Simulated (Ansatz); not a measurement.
Consider the ligand exchange at the Si–O bond: `O[SiH2]N[SiH2]Cl` + CH₃OH → `CO[SiH2]N[SiH2]Cl` + H₂O.

Computed with Ansatz on PBE0-D4/def2-TZVP structures; ΔE is electronic, products minus reactants. CBS: MP2 limit from def2 TZ/QZ plus the TZ coupled-cluster correction, frozen cores. This one scheme is used for every species. Functionals use def2-TZVPP. Each species was taken in one conformer, which may not be the lowest.

`O[SiH2]N[SiH2]Cl`:

Z-matrix (Å, degrees):
```
Si
N 1 1.727
O 1 1.642 2 113.0
H 1 1.479 2 111.4 3 116.1
H 1 1.485 2 104.7 3 -122.2
Si 2 1.710 1 127.5 3 121.2
H 2 1.012 1 116.1 3 -68.5
H 3 0.958 1 117.8 2 -60.1
Cl 6 2.063 2 113.2 1 88.1
H 6 1.480 2 109.7 1 -153.8
H 6 1.478 2 108.7 1 -30.3
```

CH₃OH:

```xyz
6

C     0.179    0.082   -0.297
O    -0.503    0.317    0.914
H     0.481    1.055   -0.687
H    -0.458   -0.403   -1.048
H     1.082   -0.525   -0.158
H    -0.781   -0.527    1.275
```

`CO[SiH2]N[SiH2]Cl`:

```xyz
14

C    -0.564   -0.502    2.060
O    -1.348   -0.157    0.939
Si   -0.939    1.017   -0.124
N     0.596    0.753   -0.878
Si    1.047   -0.576   -1.854
Cl    1.924   -2.100   -0.768
H    -0.395    0.362    2.713
H    -1.101   -1.264    2.628
H     0.404   -0.911    1.756
H    -0.821    2.337    0.552
H    -2.021    0.984   -1.129
H     1.342    1.362   -0.573
H    -0.180   -1.131   -2.464
H     2.057   -0.173   -2.857
```

H₂O:

Z-matrix (Å, degrees):
```
O
H 1 0.960
H 1 0.960 2 105.1
```

```
            species  PBE0-D4 energy (Eh)
 `O[SiH2]N[SiH2]Cl`          -1172.48801
              CH₃OH           -115.64111
`CO[SiH2]N[SiH2]Cl`          -1211.74947
                H₂O            -76.38097
```

Question: Work out ΔE.

Answer: ΔE = (-1211.74947) + (-76.38097) − (-1172.48801) − (-115.64111) = -0.00132 Eh = -0.04 eV. CCSD(T)/CBS gives -0.06 eV.

Largest T1 diagnostic among the species: 0.011.

In def2-TZVPP, CCSD(T) changes the Hartree–Fock value by −0.08 eV (the triples alone add −0.01 eV) and MP2 by −0.09 eV. The D4 term adds −0.10 eV with B3LYP and −0.06 eV with PBE0; it sums over pairs of atoms, weighted by their polarisabilities, and B3LYP, whose exchange is more repulsive, gets the larger term.

B3LYP here is the variant with VWN-RPA as its local correlation; programs differ in this.
